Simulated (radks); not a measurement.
The numbers below are computed, except where a source is named.
Problem. Coherent X-ray form factor from a spherical all-electron density. Level of theory: scalar-relativistic Kohn-Sham, PBEsol, spin-polarised, spherical densities, finite nucleus; Fermi nuclear charge, rms radius of each element as measured or else 0.836 A^(1/3) + 0.57 fm (a radial shooting solver on a logarithmic mesh with Libxc functionals).

| sin(theta)/lambda (1/angstrom) | f0 (electrons) |
|---|---|
| 0.05 | 15.944 |
| 0.1 | 15.777 |
| 0.15 | 15.506 |
| 0.2 | 15.141 |
| 0.25 | 14.695 |
| 0.3 | 14.184 |
| 0.4 | 13.030 |
| 0.5 | 11.809 |
| 0.6 | 10.633 |
| 0.8 | 8.668 |
| 1 | 7.313 |
| 1.25 | 6.211 |
| 1.5 | 5.386 |
| 2 | 3.928 |

The species is in the configuration that NIST lists as its ground one. Which atom or ion scatters so?

Solution. The copper ion Cu13+, [Ne] 3s2 3p4. Extrapolating in s^2 from the first two rows gives f0(0) = 16.0, near the electron count 16; among species with that count, the fall with angle is slower the higher Z, and the table is that of Z = 29; from so few rows the species is fixed only to a neighbour or two.
